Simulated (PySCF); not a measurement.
C₃H₃F₄, SMILES F[CH]CC(F)(F)F (connectivity only; charge and spin as stated), charge +1, multiplicity 1.

The structure is a stationary point at PBE0-D3(BJ)/def2-SVP. The spin state was assumed, not searched. The isomer is the one that the SMILES or the coordinates give; other isomers of the formula were not compared. The values are those of a single conformer.

Method: PySCF with SMD-B3LYP/6-31G*.

Solvation free energies are E(SMD) − E(gas) at the gas-phase geometry, for 1 M in both phases.

```
solvent                ΔG(solv) (kcal/mol)  its non-electrostatic (CDS) part
---------------------  -------------------  --------------------------------
water                                -71.1                               4.9
N,N-dimethylformamide                -72.9                               1.8
chloroform                           -58.7                               0.5
```
